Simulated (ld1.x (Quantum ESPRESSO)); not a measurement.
# S (Z = 16): one change to an ultrasoft potential, before and after

```
Element                 : sulfur (S)
Generator               : ld1.x (Quantum ESPRESSO) 7.5
Type                    : ultrasoft
Functional              : LDA (PZ)
Relativity              : scalar-relativistic
Frozen core             : [Ne]
Valence charge          : 6
Reference configuration : 3s2 3p3.5 (charge +0.5)
Partial waves           : 3s (bound): rcut 1.15, rcutus 1.25 bohr; 3s channel at -1.1 Ry: rcut 1.15, rcutus 1.25 bohr; 3p (bound): rcut 1.15, rcutus 1.30 bohr; 3p channel at 0.85 Ry: rcut 1.15, rcutus 1.30 bohr; 3d channel at 0.45 Ry: rcut 1.10, rcutus 1.20 bohr; 3d channel at 2.75 Ry: rcut 1.10, rcutus 1.20 bohr
Local potential         : all-electron potential smoothed inside 1.00 bohr (lloc = -1)
Core correction         : a·sin(br)/r model core inside 1.25 bohr
Augmentation charge     : built from norm-conserving waves at rcut, not smoothed further
```

Change: waves 3s (bound): rcut 1.15, rcutus 1.38 bohr; 3s channel at -1.1 Ry: rcut 1.15, rcutus 1.38 bohr.

Cutoffs: the cutoffs (Ry, on a coarse ladder) from which the occupation-weighted sum of valence levels, in a spherical-Bessel basis at the reference potential, stays within 10 and 1 mRy of its value at 400 Ry; they do not see the model core or the augmentation charge, which bear on the density cutoff. Errors are all-electron minus pseudo energies relative to the spin-unpolarised reference configuration.

Question: How do hardness, ghosts and transferability respond?

Answer: The potential gets softer (40 Ry and 50 Ry → 18 Ry and 35 Ry); the bound ghost in s disappears; the errors of the 9 common tests hardly move. A larger radius leaves more room for a smooth pseudo-wave, so fewer plane waves are needed.

```tsv
quantity	base	changed
cutoff, loose	40 Ry	18 Ry
cutoff, tight	50 Ry	35 Ry
loose cutoff by channel (10 mRy a level)	s 18 Ry, p 10 Ry	s 15 Ry, p 10 Ry
bound ghosts	s	none
error for 3s2 3p4, meV [ΔE -4.71 eV]	+0.6	+0.6
error for 3s2 3p3, meV [ΔE 7.15 eV]	+0.1	+0.1
error for 3s2 3p2, meV [ΔE 29.53 eV]	+8.6	+8.6
error for 3s2 3p0, meV [ΔE 110.67 eV]	+160	+160
error for 3s2 3p1, meV [ΔE 63.68 eV]	+48	+48
error for 3s1 3p5, meV [ΔE 5.53 eV]	+1.8	+1.8
error for 3s1 3p4, meV [ΔE 17.95 eV]	+2.1	+2.1
error for 3s2 3p3.5 (spin-polarised), meV [ΔE -1.22 eV]	+59	+59
error for 3s2 3p4 (spin-polarised), meV [ΔE -5.41 eV]	+33	+33
lowest overlap eigenvalue by channel	s 0.16, p 0.29, d 0.95	s 0.26, p 0.29, d 0.95
```

 A true bound ghost makes a file unfit for plane-wave use even where its test errors are small: the radial tests pick states by their node count and pass the ghost by.
